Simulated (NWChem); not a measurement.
C4H7F; SMILES C/C=C(\C)F

Results from NWChem. All runs use the structure optimised with PBE0/def2-SVP. Level: PBE0/def2-SVP with SMD (1 M gas to 1 M solution), gas-phase geometry.

For solvent water:

```
Quantity                                     Result
-------------------------------------------  ------
solvation free energy (kcal/mol)                0.7
cavity-dispersion-structure term (kcal/mol)     3.8
dipole in solution (D)                         2.12
```

Task: How do the values read with solvent toluene instead?

Result: 
| Item | Value |
|---|---|
| solvation free energy (kcal/mol) | -3.0 |
| cavity-dispersion-structure term (kcal/mol) | -1.3 |
| dipole in solution (D) | 1.90 |
